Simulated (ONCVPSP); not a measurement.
## Building the ONCV potential for Co (Z = 27) (PBE, scalar-relativistic).

Co (Z = 27), optimised norm-conserving Vanderbilt (ONCV), made with ONCVPSP 4.0.1 (PBE, scalar-relativistic). Core [Ne], reference 3s2 3p6 3d8 4s1. Waves: 3s+4s: rc 1.25 bohr, ncon 5, nbas 9, qcut 12.8 1/bohr, 2 projectors; 3p: rc 1.05 bohr, ncon 4, nbas 7, qcut 14 1/bohr, 2 projectors, debl 3.8 Ha; 3d: rc 1.75 bohr, ncon 5, nbas 10, qcut 7.4 1/bohr, 2 projectors, debl 1.7 Ha. Local part: polynomial inside 0.65 bohr (lpopt 5, dvloc0 0 Ha). Core correction: none.

All-electron outer shells of the reference configuration (PBE, scalar-relativistic, ld1.x):

| shell | level (eV) | outermost node (bohr) | outermost maximum (bohr) |
| --- | --- | --- | --- |
| 2p | -764.70 | – | 0.17 |
| 3s | -97.60 | 0.31 | 0.67 |
| 3p | -60.97 | 0.28 | 0.68 |
| 4s | -4.37 | 0.97 | 2.44 |
| 3d | -4.24 | – | 0.68 |

Question: Does the generator finish with these settings?

Answer: Yes, a potential is produced and its reference levels are reproduced.

Question: Estimate the cutoffs (Ha) at which the residual kinetic energy of the hardest occupied pseudo-wave falls to 1 and 0.1 mHa per electron.

Answer: 53 Ha and 116 Ha.

Question: What does a ghost test show?

Answer: No bound ghost flagged; GHOST(+) flagged for s at 520.6 eV.

Question: Tests: 3s2 3p6 3d7 4s2; 3s2 3p6 3d7 4s1; 3s2 3p6 3d7 4s0; 3s2 3p6 3d7.5 4s1.5. Which has the largest error in its energy relative to the reference configuration, and how large is it?

Answer: 3s2 3p6 3d7 4s2, with +70 meV (all-electron minus pseudo) on +1.20 eV.
